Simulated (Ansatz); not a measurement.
The pair A = H2S (SMILES S) (first 3 atoms), B = CH3Cl (SMILES CCl); geometry from B3LYP-D3(BJ)/def2-TZVP.
(charge 0, multiplicity 1):
```xyz
8

S     -1.993    -0.387    -0.438
H     -1.264     0.644    -0.893
H     -0.909    -1.013     0.055
C     -0.393    -0.154     3.090
Cl     0.768    -1.186     2.183
H     -0.788    -0.738     3.916
H      0.144     0.715     3.455
H     -1.186     0.136     2.406
```

Cores are frozen in the correlated methods. MP2 and its Hartree–Fock in aug-cc-pV(Q+d)Z, aug-cc-pV(T+d)Z are density fitted.

Codes used: Ansatz (Gaussian basis) for Hartree–Fock, density functionals and correlated methods. 

The counterpoise-corrected interaction energy is E(AB) − E(A in the pair's basis) − E(B in the pair's basis). Total energies (hartree):

```csv
level,AB,A in the pair's basis,B in the pair's basis
HF/aug-cc-pV(T+d)Z,-897.8652269,-398.7158149,-499.1496716
MP2/aug-cc-pV(T+d)Z,-898.4461149,-398.9112352,-499.5308631
HF/aug-cc-pV(Q+d)Z,-897.8741697,-398.7191563,-499.1552748
MP2/aug-cc-pV(Q+d)Z,-898.4950175,-398.9278842,-499.5628834
MP2/aug-cc-pV(D+d)Z,-898.2942150,-398.8596762,-499.4311845
CCSD(T)/aug-cc-pV(D+d)Z,-898.3642165,-398.8887908,-499.4725667
```

Work out the counterpoise-corrected interaction energy at the basis-set limit: extrapolate the MP2 correlation part as X⁻³, take Hartree–Fock from the larger set, and add the CCSD(T) − MP2 difference of aug-cc-pV(D+d)Z.


1. Differences (1 hartree = 627.509 kcal/mol): HF/aug-cc-pV(T+d)Z 0.163; MP2/aug-cc-pV(T+d)Z -2.520; HF/aug-cc-pV(Q+d)Z 0.164; MP2/aug-cc-pV(Q+d)Z -2.667; MP2/aug-cc-pV(D+d)Z -2.105; CCSD(T)/aug-cc-pV(D+d)Z -1.794.
2. Correlation parts, MP2 less HF: -2.683 in aug-cc-pV(T+d)Z (X = 3), -2.831 in aug-cc-pV(Q+d)Z (X = 4).
3. Limit (4³·(-2.831) − 3³·(-2.683))/(4³ − 3³) = -2.938; with HF/aug-cc-pV(Q+d)Z it gives -2.774.
4. CCSD(T) less MP2 in aug-cc-pV(D+d)Z: 0.311.
Result: -2.46 kcal/mol, against -2.52 at MP2/aug-cc-pV(T+d)Z. It is an estimate of this method's limit, not of the exact value.

Ansatz is a first-principles code.
